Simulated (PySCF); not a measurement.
**WN: one state, many levels of theory**

State: quartet, unpaired electrons σ ↑, δ ↑↑, a mixture of terms (⟨Lz²⟩ = 1.6). Set-up: W x2c-TZVPPall, N x2c-TZVPPall; spin-free X2C with a Gaussian nucleus (PySCF 2.14). De refers to W (5d4 6s2) + N in their high-spin ground configurations, without counterpoise correction. The functionals are run spin-unrestricted. A positive dipole means W(−)N(+). Levels whose curve was spin-contaminated or gave no clean fit are not listed.

| Level | Re (Å) | ωe (cm⁻¹) | De (eV) | μ (D) | CPU s a point (SCF and correlation, without the integrals) |
| --- | --- | --- | --- | --- | --- |
| ROHF | 1.615 | 1254 | n/a | -5.12 | 3.9 |
| ROHF-MP2 | 1.688 | 1015 | n/a | n/a | 7.7 |
| ROHF-SCS-MP2 | 1.684 | 1032 | n/a | n/a | n/a |
| LDA | 1.628 | 1168 | n/a | -3.60 | 2.4 |
| PBE | 1.647 | 1125 | n/a | -3.70 | 3.5 |
| r²SCAN | 1.624 | 1167 | n/a | -3.76 | 4.6 |
| r²SCANh | 1.626 | 1163 | n/a | -3.93 | 7.5 |
| PBE0 | 1.637 | 1150 | n/a | -4.08 | 7.4 |
| M06 | 1.637 | 1151 | n/a | -3.85 | 7.6 |
| LC-ωPBE | 1.615 | 1213 | n/a | -4.33 | 19 |

The bond length runs from 1.615 Å (LC-ωPBE) to 1.688 Å (ROHF-MP2).

Correlated steps freeze 24 core orbitals. De is left out where the level can put another filling of the metal’s s and d shells below the measured ground configuration, by anything from nothing to about 1 eV. These are scalar-relativistic numbers at best; spin–orbit coupling would shift them, the dissociation energy most. UHF is strongly spin-contaminated for WN, so the ROHF reference used there is far from stable. The state is the lowest single determinant that the PBE0 search found; with open d or f shells the true ground state can be another one.

The whole job (state search and all levels along the bond) took about 15 min on 2 threads of Intel Xeon Platinum 8375C @ 2.90GHz (shared host), peak memory 8.7 GiB.
